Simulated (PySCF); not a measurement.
Shieldings and the share of exact exchange

Molecule: `C[Si](C)(C)O`, C₃H₁₀OSi.

Bonds (- single, = double, # triple, : aromatic): C1-Si2 1.878 Å, Si2-C3 1.868 Å, Si2-C4 1.878 Å, Si2-O5 1.679 Å. C1 carries H6, H7, H8; C3 carries H9, H10, H11; C4 carries H12, H13, H14; O5 carries H15.

GIAO shieldings (ppm, equivalent atoms averaged) in PySCF 2.14 on the PBE0-D3(BJ)/def2-SVP geometry, basis pcSseg-1, gas phase, non-relativistic:

| functional | exact exchange (%) | σ(Si2) | σ(O5) |
| --- | --- | --- | --- |
| BLYP | 0 | 304.4 | 279.5 |
| BP86 | 0 | 311.8 | 281.2 |
| PBE | 0 | 312.2 | 281.1 |
| B3LYP | 20 | 319.0 | 286.0 |
| mPW1PW91 | 25 | 329.6 | 289.3 |
| BHandHLYP | 50 | 340.8 | 293.9 |
| HF | 100 | 378.7 | 304.8 |

Question: Fit each shielding as a line in the percentage of exact exchange.

Answer: σ(Si2) = 308.9 + 0.69 x (rms 3.2 ppm); σ(O5) = 281.2 + 0.24 x (rms 1.1 ppm). The functionals also differ in their semilocal parts, which the line can't hold; Hartree–Fock has no correlation at all.

Question: What does the line predict for PBE0 (25 %), and what does the run give?

Answer: σ(Si2): 326.1 predicted, 330.4 computed; σ(O5): 287.2 predicted, 289.0 computed ppm.
